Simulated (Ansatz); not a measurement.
Computed with Ansatz on PBE0-D4/def2-TZVP structures; ΔE is electronic, products minus reactants. CCSD(T)/CBS adds triple-zeta CCSD(T) − MP2 to the extrapolated MP2 energy (def2 sets, frozen cores). This one scheme is used for every species. Functionals use def2-TZVPP. B3LYP here is the variant with VWN-RPA as its local correlation; programs differ in this. For Se outer-core shells are correlated without core-valence functions, which leaves a few kJ/mol of doubt a bond. Scalar relativity is left out up to krypton. Each species was taken in one conformer, which may not be the lowest.

`C=C(S)CF` + H₂Se → `C=C(S)C[SeH]` + H–F  (substitution at a C–F bond)

```
             level  ΔE (kJ/mol)  difference from CCSD(T)/CBS
            PBE-D4        -41.2                          8.0
         r2SCAN-D4        -32.6                         16.6
           PBE0-D4        -40.8                          8.4
          B3LYP-D4        -35.3                         13.9
           ωB97M-V        -32.5                         16.7
               PBE        -33.1                         16.1
              PBE0        -33.6                         15.6
     HF/def2-TZVPP         -7.5                         41.7
    MP2/def2-TZVPP        -61.3                        -12.1
   CCSD/def2-TZVPP        -38.6                         10.6
CCSD(T)/def2-TZVPP        -44.0                          5.2
    MP2/def2-QZVPP        -64.3                        -15.1
SCS-MP2/def2-QZVPP        -51.4                         -2.2
      HF/CBS(def2)         -7.4                         41.8
     MP2/CBS(def2)        -66.5                        -17.3
    CCSD/CBS(def2)        -43.8                          5.4
       CCSD(T)/CBS        -49.2                            0
```

Largest T1 diagnostic among the species: 0.011.

The D4 term adds −13.4 kJ/mol with B3LYP and −7.2 kJ/mol with PBE0; it sums over pairs of atoms, weighted by their polarisabilities, and B3LYP, whose exchange is more repulsive, gets the larger term. In def2-TZVPP, CCSD(T) changes the Hartree–Fock value by −36.5 kJ/mol (the triples alone add −5.4 kJ/mol) and MP2 by −53.8 kJ/mol.
